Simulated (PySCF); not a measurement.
Species: C7H15OPSi.
Numbering: `[CH3:1][O:2][C:3]1=[C:4]([SiH3:5])[P:6]1[C:7]([CH3:8])([CH3:9])[CH3:10]`

NICS is the negative of the GIAO shielding at a point without a nucleus: at the ring centre (0) and 1 Å above and below it (1); zz is the component along the ring normal. Level: GIAO CAM-B3LYP/pcSseg-1 (PySCF, non-relativistic, gas phase) on the PBE0-D3(BJ)/def2-SVP geometry, one conformer.

Ring bond lengths (Å): C3–C4 1.321, C4–P6 1.874, P6–C3 1.794.

Q: What do the NICS probes read (ppm)?

A: 
| ring | type | NICS(0) | NICS(1), two faces | NICS(1)zz, two faces | rms pucker (Å) | centre to ring atoms, mean (Å) |
| --- | --- | --- | --- | --- | --- | --- |
| C3–C4–P6 | 3-membered ring with P; formal bonds 1 double, 2 single | -26.5 | -9.7 / -6.7 | -19.1 / -14.2 | 0.00 | 0.96 |

Q: What can be read from them?

A: 
- C3–C4–P6: mean NICS(1)zz -16.7 ppm, shielded. A hydrogen on C9, outside the ring, lies 1.81 Å from a NICS(1) probe. The two faces differ by 4.9 ppm, so no symmetry operation interchanges them. NICS(0) lies 18 ppm below the mean NICS(1).

Q: And the bond-length index? HOMA takes Krygowski's 1993 parameters.

A: 
- C3–C4–P6: HOMA -0.96; the largest term is that of C4–P6, α(R − Ropt)² = 3.66.

Q: List the ring angles.

A: 
- C3–C4–P6: C3 72.1°, C4 65.7°, P6 42.2°; sum 180.0° against 180° for a flat convex ring.

Q: What are the shieldings of the ring atoms and their hydrogens in the same run (means over atoms taken as equivalent)?

A: 
```json
{"atoms": "C3", "environment": "vinylic carbon bearing oxygen", "σ isotropic (ppm)": "-2.7", "principal values of the symmetric part, first atom (ppm)": "-146.1, 50.8, 87.2"}
{"atoms": "C4", "environment": "fully substituted alkene carbon", "σ isotropic (ppm)": "101.3", "principal values of the symmetric part, first atom (ppm)": "1.1, 95.3, 207.5"}
{"atoms": "P6", "environment": "phosphine phosphorus", "σ isotropic (ppm)": "421.8", "principal values of the symmetric part, first atom (ppm)": "136.7, 237.4, 891.4"}
```

Q: How do the values depend on the level or the medium?

A: 
| level | NICS(0), C3–C4–P6 | mean NICS(1)zz, C3–C4–P6 |
| --- | --- | --- |
| CAM-B3LYP/pcSseg-1, gas | -26.5 | -16.7 |
| PBE0/pcSseg-1, gas | -26.6 | -16.4 |
| PBE0/pcSseg-1, IEF-PCM chloroform | -26.9 | -16.5 |
| PBE0/pcSseg-1, IEF-PCM tetrahydrofuran | -26.9 | -16.5 |

The geometry is the same throughout; the continuum's cavity takes Bondi-type radii × 1.2.

Time: 2.9 min; peak memory 1.5 GiB. Hardware: one thread of an Arm Neoverse N1, shared host. This is the whole shielding run at CAM-B3LYP/pcSseg-1, SCF included.

Conformer computed: `[CH3:1][O:2][C:3]1=[C:4]([SiH3:5])[P:6]1[C:7]([CH3:8])([CH3:9])[CH3:10]`: C1–O2–C3–C4 0°, C4–P6–C7–C8 151°.
